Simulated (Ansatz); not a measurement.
Consider the ligand exchange at a Ge–C bond: `[GeH3][C]1=CC1` + `O[SiH](O)F` → `O[SiH](F)[O][GeH3]` + `C1=CC1`.

Calculated with Ansatz (gas phase, PBE0-D4/def2-TZVP geometries, no zero-point term in ΔE). CBS: MP2 limit from def2 TZ/QZ plus the TZ coupled-cluster correction, frozen cores. This one scheme is used for every species. Functionals use def2-TZVPP. B3LYP here is the variant with VWN-RPA as its local correlation; programs differ in this. For Ge outer-core shells are correlated without core-valence functions, which leaves a few kJ/mol of doubt a bond. Scalar relativity is left out up to krypton. One conformer a species, not always the lowest.

```
        level  ΔE (eV)
          PBE    -0.22
       r2SCAN    -0.30
        B3LYP    -0.33
HF/def2-QZVPP    -0.50
```

Task: What does CCSD(T)/CBS give? (Estimate.)

Result: Ansatz gave: -0.29 eV. The listed levels differ from it by 0.07, -0.01, -0.04, -0.21 eV.

Largest T1 diagnostic among the species: 0.012.

In def2-TZVPP, CCSD(T) changes the Hartree–Fock value by +0.18 eV (the triples alone add +0.02 eV) and MP2 by +0.21 eV.
